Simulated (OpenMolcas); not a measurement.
**Cr4+: effect of the IPEA shift**

| Item | Value |
| --- | --- |
| Program | OpenMolcas |
| Basis | ANO-RCC-VTZP [6s5p3d2f1g] |
| Scalar Hamiltonian | DKH2, point nucleus |
| Active space | 2 electrons in 5 orbitals (3d) |
| State averaging | 2S+1 = 3 even, 10 roots; 2S+1 = 1 even, 15 roots kept (CI in the orbitals of an earlier block) |
| Spin-orbit coupling | state interaction with AMFI integrals over the reference wave functions, term energies averaged over their components |

Methods on the same reference wave functions:
A. CASSCF
B. SS-CASPT2, IPEA 0 Eh, imaginary shift 0.1 Eh (closed shells correlated: 3s 3p)
C. SS-CASPT2, IPEA 0.25 Eh, imaginary shift 0.1 Eh (closed shells correlated: 3s 3p)

Energies in cm-1 above 3d2 3F2, the measured ground level; measured values from Sugar and Corliss, J. Phys. Chem. Ref. Data 6, 317 (1977).

| Level | A | B | C | Measured |
| --- | --- | --- | --- | --- |
| 3d2 3F2 | 0.0 | 0.0 | 0.0 | 0.0 |
| 3d2 3F3 | 505 | 509 | 509 | 508 |
| 3d2 3F4 | 1153 | 1157 | 1157 | 1142 |
| 3d2 1D2 | 16467 | 12900 | 12980 | 13188 |
| 3d2 3P0 | 19268 | 15730 | 16080 | 15492 |
| 3d2 3P1 | 19446 | 15910 | 16260 | 15677 |
| 3d2 3P2 | 19840 | 16300 | 16650 | 16041 |
| 3d2 1G4 | 25363 | 22400 | 22430 | 22019 |
| 3d2 1S0 | 61845 | 52140 | 52210 | 51146 |

Deviations, from unrounded energies. A percentage is the sum of absolute deviations over the sum of measured energies, with the sign that they share, or ± where signs differ.

```json
{"Against measurement": "mean absolute deviation (cm-1)", "Levels": "8", "A": "3600", "B": "300", "C": "430"}
{"Against measurement": "fine structure of the ground term (%)", "Levels": "2", "A": "±0.9", "B": "+1.0", "C": "+1.0"}
{"Against measurement": "other terms of the ground configuration (%)", "Levels": "6", "A": "+21.5", "B": "±1.8", "C": "±2.6"}
```

B lies closest to measurement on these levels and A furthest from it. The largest miss of B in the table is 3d2 1S0, by +990 cm-1. The ranking rests on the paired levels alone, and a cruder setting can come out closer through cancelling errors.

Between B and C the level of the table that moves most is 3d2 3P1, by 350 cm-1 (lowest in B, highest in C). Moves below CASPT2's spread within the term are not significant.

The mean deviations of B to C differ by less than CASPT2's widest spread within a term (1100 cm-1), so their order carries little weight.

From A to B the spin-free energies of the other terms of 3d2 shown, above 3F, scale by factors of 0.77 to 0.88, as is usual when dynamic correlation screens the repulsion within a d or f shell.

The lowest spin-free term lies below A's lowest term by 0.304 hartree in B, 0.300 hartree in C.

CASPT2 does not keep the components of a term degenerate, so their means are used; among the terms shown or strongly mixed into the levels shown the widest spread is 1100 cm-1 (3d2 1G, B). Terms from blocks run as CI alone lack orbitals of their own. Without dynamic correlation excited terms often stand tens of per cent too high (terms of higher spin than the ground term too low), and those without a measured partner can miss by more than the paired ones (holds for A). Computed and measured levels are paired by configuration, term and J; levels that our copy of the source lacks, or whose pairing is in doubt (as where it misses far off the trend of its configuration), stay unpaired and out of the deviations. Levels of configurations outside the active space are missing.
